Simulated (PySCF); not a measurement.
3-fluorobuta-1,2-diene (C₄H₅F), SMILES C=C=C(C)F. Atoms are numbered in the order given.

```xyz
10

C     -0.1358    -2.2169     0.0000
C     -0.0175    -0.9148     0.0000
C      0.0639     0.3955     0.0000
C     -1.0699     1.3575     0.0000
F      1.2656     1.0006     0.0000
H     -0.1847    -2.7892    -0.9346
H     -0.1847    -2.7892     0.9346
H     -2.0324     0.8313     0.0000
H     -1.0162     2.0068     0.8887
H     -1.0162     2.0068    -0.8887
```
Charge 0, spin multiplicity 1.

Geometry optimised at PBE0-D3(BJ)/def2-SVP.

Method: ωB97X/def2-TZVP run with PySCF.

ESP charges are fitted to the potential on shells at 1.4 to 2.0 van der Waals radii. Atomic charges (e):

```tsv
atom	ESP fit	Mulliken
C1	-0.43	-0.18
C2	-0.11	-0.19
C3	0.40	0.23
C4	-0.68	-0.35
F5	-0.20	-0.20
H6	0.21	0.15
H7	0.21	0.15
H8	0.20	0.13
H9	0.20	0.13
H10	0.20	0.13
```

Computed Mayer and Wiberg (Löwdin basis) orders of the bonds:
```json
[
 {"bond": "C1–C2", "Mayer": "1.91", "Wiberg": "2.19"},
 {"bond": "C2–C3", "Mayer": "1.83", "Wiberg": "1.94"},
 {"bond": "C3–C4", "Mayer": "0.99", "Wiberg": "1.27"},
 {"bond": "C3–F5", "Mayer": "1.07", "Wiberg": "1.69"},
 {"bond": "C1–H6", "Mayer": "0.95", "Wiberg": "0.87"},
 {"bond": "C1–H7", "Mayer": "0.95", "Wiberg": "0.87"},
 {"bond": "C4–H8", "Mayer": "0.98", "Wiberg": "0.89"},
 {"bond": "C4–H9", "Mayer": "0.96", "Wiberg": "0.89"},
 {"bond": "C4–H10", "Mayer": "0.96", "Wiberg": "0.89"}
]
```
